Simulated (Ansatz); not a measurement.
Start from `ClB1[SiH2]S1` and change one atom or group to get `B1[SiH2]S1`.

Ansatz, PBE0-D4/def2-TZVP geometries, multiplicity 1. 

| property | `ClB1[SiH2]S1` |
| --- | --- |
| HOMO energy (ωB97M-V/def2-TZVPP) / eV | -9.32 |
| LUMO energy (ωB97M-V/def2-TZVPP) / eV | 0.32 |
| LUMO energy (B3LYP/def2-TZVPP) / eV | -1.88 |
| HOMO–LUMO gap (B3LYP/def2-TZVPP) / eV | 5.22 |
| size of the dipole moment (ωB97M-V/def2-TZVPP) / D | 1.34 |
| size of the dipole moment (B3LYP/def2-TZVPP) / D | 1.30 |

**Question.** What does the change do to each property? (Estimate.)

**Answer.** The calculation gave: 
```json
{"property": "HOMO energy (ωB97M-V/def2-TZVPP) / eV", "`B1[SiH2]S1`": "-9.34", "shift": "-0.02"}
{"property": "LUMO energy (ωB97M-V/def2-TZVPP) / eV", "`B1[SiH2]S1`": "0.21", "shift": "-0.11"}
{"property": "LUMO energy (B3LYP/def2-TZVPP) / eV", "`B1[SiH2]S1`": "-1.97", "shift": "-0.09"}
{"property": "HOMO–LUMO gap (B3LYP/def2-TZVPP) / eV", "`B1[SiH2]S1`": "5.12", "shift": "-0.10"}
{"property": "size of the dipole moment (ωB97M-V/def2-TZVPP) / D", "`B1[SiH2]S1`": "0.92", "shift": "-0.42"}
{"property": "size of the dipole moment (B3LYP/def2-TZVPP) / D", "`B1[SiH2]S1`": "0.89", "shift": "-0.41"}
```

Dipoles are sizes alone; their direction can turn.

B3LYP here is the variant with VWN-RPA as its local correlation; programs differ in this.
